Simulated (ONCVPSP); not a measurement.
What one change does to a pseudopotential (Li (Z = 3), ONCV)

ONCVPSP 4.0.1 input, shortened (lines: element, Z, core and valence counts, functional; n l f; lmax; l rc ep ncon nbas qcut; lloc lpopt rc5 dvloc0; l nproj debl; icmod fcfact rcfact), PBE, scalar-relativistic:

```
  Li 3.00    0    2        4      upf
    1    0    2.00
    2    0    1.00
    1
    0    1.00    0.00    4    8   14.70
    1    0.85    0.16    4    7   10.40
    1    5    0.85    0.00
    0    3    1.00
    1    0    1.60
    0    0.00    0.00
```

Change: s: qcut 19.5.

Cutoffs: the cutoffs (Ha) at which the residual kinetic energy of the hardest occupied pseudo-wave falls to 1 and 0.1 mHa per electron; they do not see the model core or the augmentation charge, which bear on the density cutoff. Errors are all-electron minus pseudo energies relative to the spin-unpolarised reference configuration.

Question: How do hardness, ghosts and transferability respond?

Answer: The potential gets harder (62 Ha and 75 Ha → 91 Ha and 115 Ha); a bound ghost appears in s, which as a rule spoils a file; of the 4 tests that both files solve, the error grows in 2 and shrinks in 1 by more than 15 % and 0.3 meV (median size 0.2 → 0.7 meV). The waves are optimised to have the least kinetic energy above qcut, so the cutoff follows it (qcut²/2 in Ha).

| quantity | base | changed |
| --- | --- | --- |
| cutoff, loose | 62 Ha | 91 Ha |
| cutoff, tight | 75 Ha | 115 Ha |
| bound ghosts | none | s |
| GHOST(+) flags under 300 eV | none | none |
| error for 1s2 2s0, meV [ΔE 5.30 eV] | +0.2 | +0.6 |
| error for 1s2 2s0.5, meV [ΔE 2.05 eV] | 0.0 | +0.1 |
| error for 1s2 2s0 2p1, meV [ΔE 1.79 eV] | +0.2 | +0.8 |
| error for 1s1 2s1, meV [ΔE 68.41 eV] | +400 | -247 |
| s: phases at 1.01 bohr within 0.05 rad from the reference energy up to (Ha; the scan ends near 5) | to the end of the scan | to the end of the scan |
| p: phases at 0.86 bohr within 0.05 rad from the reference energy up to (Ha; the scan ends near 5) | to the end of the scan | to the end of the scan |

 A true bound ghost makes a file unfit for plane-wave use even where its test errors are small: the radial tests pick states by their node count and pass the ghost by.
